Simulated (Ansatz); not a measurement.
Geometry optimisation of ClH$_{3}$N$_{2}$OW, SMILES `[NH]=[W](=[NH])([OH])[Cl]`.

```yaml
crystal:
  periodic: [false, false, false]
  atoms:
    - {symbol: N, position_ang: [-0.761699, 1.282075, 0.366720]}
    - {symbol: W, position_ang: [0.240322, -0.001055, -0.311492]}
    - {symbol: N, position_ang: [1.207984, -0.768670, 0.944299]}
    - {symbol: O, position_ang: [-0.919370, -1.348613, -1.017206]}
    - {symbol: Cl, position_ang: [1.687256, 0.963619, -1.844043]}
    - {symbol: H, position_ang: [-1.093177, 1.886851, 1.124221]}
    - {symbol: H, position_ang: [1.585745, -0.929190, 1.881334]}
    - {symbol: H, position_ang: [-1.854862, -1.142218, -1.199632]}
basis:
  gaussian: {orbitals: def2-TZVP}
hamiltonian: {xc: pbe0, dispersion: d4}
relax: {f_tol: 0.005, max_steps: 150}
```

```sh
$ ansatz run in.yaml --threads 4 --pin off --events-out ev --progress --plain
```

Output, abridged:

```
Functional definition: PBE0
mean field -19420.95738372 eV, -713.7070198540 hartree, gradient 5.3e-5 eV, S^2 0.000000; 0 other end points of the search recorded, 0 dependent functions left out
relax step   1: F+E_penalty+E_count = -19421.14850737 eV  Δ(F+E_penalty+E_count) = +0.000e0 eV  max|allowed force component| = 9.430e-1 eV/Å  Δτ_max = 0.0000 Å  (31 SCF iters, accepted)
mean field -19421.00417511 eV, -713.7087394060 hartree, gradient 1.1e-5 eV, S^2 0.000000; 0 other end points of the search recorded, 0 dependent functions left out
relax step   2: F+E_penalty+E_count = -19421.19855077 eV  Δ(F+E_penalty+E_count) = -5.004e-2 eV  max|allowed force component| = 4.055e-1 eV/Å  Δτ_max = 0.0656 Å  (42 SCF iters, accepted)
mean field -19421.00873040 eV, -713.7089068098 hartree, gradient 1.3e-5 eV, S^2 0.000000; 0 other end points of the search recorded, 0 dependent functions left out
relax step   3: F+E_penalty+E_count = -19421.20263696 eV  Δ(F+E_penalty+E_count) = -4.086e-3 eV  max|allowed force component| = 4.238e-2 eV/Å  Δτ_max = 0.0194 Å  (36 SCF iters, accepted)
mean field -19421.00889237 eV, -713.7089127620 hartree, gradient 1.1e-5 eV, S^2 0.000000; 0 other end points of the search recorded, 0 dependent functions left out
relax step   4: F+E_penalty+E_count = -19421.20277899 eV  Δ(F+E_penalty+E_count) = -1.420e-4 eV  max|allowed force component| = 2.223e-2 eV/Å  Δτ_max = 0.0042 Å  (38 SCF iters, accepted)
mean field -19421.00893649 eV, -713.7089143832 hartree, gradient 1.1e-5 eV, S^2 0.000000; 0 other end points of the search recorded, 0 dependent functions left out
relax step   5: F+E_penalty+E_count = -19421.20282986 eV  Δ(F+E_penalty+E_count) = -5.086e-5 eV  max|allowed force component| = 1.551e-2 eV/Å  Δτ_max = 0.0021 Å  (39 SCF iters, accepted)
mean field -19421.00898917 eV, -713.7089163193 hartree, gradient 1.1e-5 eV, S^2 0.000000; 0 other end points of the search recorded, 0 dependent functions left out
relax step   6: F+E_penalty+E_count = -19421.20289834 eV  Δ(F+E_penalty+E_count) = -6.849e-5 eV  max|allowed force component| = 5.775e-3 eV/Å  Δτ_max = 0.0059 Å  (39 SCF iters, accepted)
mean field -19421.00899769 eV, -713.7089166326 hartree, gradient 1.1e-5 eV, S^2 0.000000; 0 other end points of the search recorded, 0 dependent functions left out
relax step   7: F+E_penalty+E_count = -19421.20290195 eV  Δ(F+E_penalty+E_count) = -3.606e-6 eV  max|allowed force component| = 9.176e-4 eV/Å  Δτ_max = 0.0012 Å  (39 SCF iters, accepted)
mean field -19421.00899769 eV, -713.7089166326 hartree, gradient 1.1e-5 eV, S^2 0.000000; 1 other end points of the search recorded, 0 dependent functions left out
Total energy: -19421.20293180 eV, -713.7160435796 hartree
Atom 0 at    -0.755409     1.273855     0.372460 Å, force    -0.000055    -0.000335     0.000471 eV/Å
Atom 1 at     0.235227     0.000410    -0.291228 Å, force     0.000694     0.000033    -0.000918 eV/Å
Atom 2 at     1.198359    -0.762938     0.944085 Å, force     0.000679    -0.000109     0.000193 eV/Å
Atom 3 at    -0.902124    -1.324660    -1.021994 Å, force    -0.000433     0.000328     0.000379 eV/Å
Atom 4 at     1.647745     0.934706    -1.833006 Å, force    -0.000371    -0.000057     0.000504 eV/Å
Atom 5 at    -1.084333     1.876318     1.111173 Å, force    -0.000150     0.000140    -0.000444 eV/Å
Atom 6 at     1.578189    -0.923145     1.863264 Å, force    -0.000288     0.000035    -0.000013 eV/Å
Atom 7 at    -1.825457    -1.131746    -1.200553 Å, force    -0.000074    -0.000035    -0.000173 eV/Å
Dipole moment:    -0.417333     0.062226     0.384754 e Å
```

It took 31 s on 4 threads of a server CPU on a shared host, with 0.48 GiB of host memory at the peak.
